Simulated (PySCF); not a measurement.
# From computed data to an observable: dipole moment from atomic charges

CH3ClF2Sn, SMILES [F][Sn]([CH3])([F])[Cl]. Atoms are numbered in the order given.

```xyz
8

C      1.7394    -1.4370     0.0000
Sn    -0.0205    -0.2221     0.0000
F     -1.1555    -0.6099     1.5175
F     -1.1555    -0.6099    -1.5175
Cl     0.3142     2.0943     0.0000
H      2.6175    -0.7790     0.0000
H      1.7152    -2.0593    -0.9040
H      1.7152    -2.0593     0.9040
```

Geometry: B3LYP-D3(BJ)/def2-SVP. The structure was generated by enumeration; whether it is a known compound was not checked. The def2 effective core potentials stand for the cores of Sn; spin–orbit coupling is left out.

Charges (e) from ωB97X/def2-TZVP (PySCF):

```csv
atom,Mulliken,ESP fit
C1,-0.589,-0.619
Sn2,1.328,0.933
F3,-0.463,-0.353
F4,-0.463,-0.353
Cl5,-0.328,-0.220
H6,0.168,0.178
H7,0.174,0.217
H8,0.174,0.217
```

The dipole moment of the full density is 4.41 D.

Question: What dipole moment does each set of point charges give, and which comes closer to that of the density?

Answer: 
μ = Σ q r, and 1 e Å = 4.8032 D.
Mulliken: Σ q r = (0.952, -0.418, 0.000) e Å, |μ| = 4.99 D.
ESP fit: Σ q r = (0.861, -0.380, 0.000) e Å, |μ| = 4.52 D.
ESP fit comes closer in size. Point charges leave out the atoms' own dipoles (lone pairs, polarised bonds); fits to the potential absorb them, partitions of the density don't.
